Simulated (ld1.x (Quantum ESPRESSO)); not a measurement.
# How hard is this Cs (Z = 55) TM potential?

- Element: Cs (Z = 55)
- Generator: ld1.x (Quantum ESPRESSO) 7.5
- Type: norm-conserving Troullier–Martins (Kleinman–Bylander form)
- Functional: BLYP
- Relativity: fully relativistic
- Frozen core: [Kr] 4d10
- Valence charge: 9
- Reference configuration: 5s2 5p6 5d0 6s1 6p0
- Partial waves: 5s (bound): rc 2.50 bohr; 5p (bound): rc 3.10 bohr; 5d (bound, empty): rc 4.20 bohr
- Local potential: all-electron potential smoothed inside 2.46 bohr (lloc = -1)
- Core correction: none

Open shells are filled in proportion to 2j + 1 (rel_dist='average').

Occupied shells without a wave of their own: 6s. They enter only through the test configuration that unscreens the potential.

The pseudo-atom Hamiltonian at the reference potential is diagonalised in spherical Bessel functions j_l(qr) that vanish at 20 bohr, with q² up to the cutoff. All-electron valence levels (Ry): 5s -1.9453, 6s -0.1481, 5p1/2 -1.0573, 6p1/2 -0.0502, 5p3/2 -0.9367, 6p3/2 -0.0451, 5d3/2 -0.0224, 5d5/2 -0.0199.

**Question.** How do the lowest levels (Ry) of each channel move with the cutoff, and are there ghosts?

**Answer.**

| cutoff (Ry) | s #1 | s #2 | s #3 | p1/2 #1 | p1/2 #2 | p1/2 #3 | p3/2 #1 | p3/2 #2 | d3/2 #1 | d3/2 #2 | d5/2 #1 | d5/2 #2 | f #1 | f #2 | Σ f·Δε (mRy) |
| --- | --- | --- | --- | --- | --- | --- | --- | --- | --- | --- | --- | --- | --- | --- | --- |
| 8 | -1.9174 | -0.1492 | 0.0099 | -1.0546 | -0.0493 | 0.0538 | -0.9355 | -0.0441 | -0.0206 | 0.0550 | -0.0180 | 0.0566 | 0.0766 | 0.1924 | 65.8 |
| 10 | -1.9334 | -0.1499 | 0.0097 | -1.0567 | -0.0495 | 0.0536 | -0.9361 | -0.0443 | -0.0208 | 0.0549 | -0.0181 | 0.0565 | 0.0766 | 0.1923 | 26.5 |
| 15 | -1.9421 | -0.1502 | 0.0097 | -1.0569 | -0.0496 | 0.0535 | -0.9363 | -0.0443 | -0.0208 | 0.0549 | -0.0181 | 0.0565 | 0.0766 | 0.1923 | 7.4 |
| 18 | -1.9424 | -0.1503 | 0.0096 | -1.0570 | -0.0496 | 0.0535 | -0.9364 | -0.0443 | -0.0208 | 0.0549 | -0.0181 | 0.0565 | 0.0766 | 0.1923 | 6.3 |
| 21 | -1.9434 | -0.1505 | 0.0095 | -1.0570 | -0.0496 | 0.0535 | -0.9364 | -0.0443 | -0.0208 | 0.0549 | -0.0181 | 0.0565 | 0.0766 | 0.1923 | 4.1 |
| 25 | -1.9444 | -0.1507 | 0.0095 | -1.0570 | -0.0496 | 0.0535 | -0.9364 | -0.0443 | -0.0208 | 0.0549 | -0.0181 | 0.0565 | 0.0766 | 0.1923 | 1.9 |
| 35 | -1.9452 | -0.1509 | 0.0094 | -1.0570 | -0.0496 | 0.0535 | -0.9364 | -0.0443 | -0.0208 | 0.0549 | -0.0181 | 0.0565 | 0.0766 | 0.1923 | 0.2 |
| 40 | -1.9452 | -0.1509 | 0.0094 | -1.0570 | -0.0496 | 0.0535 | -0.9364 | -0.0443 | -0.0208 | 0.0549 | -0.0181 | 0.0565 | 0.0766 | 0.1923 | 0.2 |
| 400 | -1.9453 | -0.1509 | 0.0094 | -1.0570 | -0.0496 | 0.0535 | -0.9364 | -0.0443 | -0.0208 | 0.0549 | -0.0181 | 0.0565 | 0.0766 | 0.1923 | 0.0 |

Result: no extra level below or beside the all-electron valence levels (s, p1/2, p3/2, d3/2, d5/2, f tested); 10 mRy is reached at 15 Ry and 1 mRy at 30 Ry.
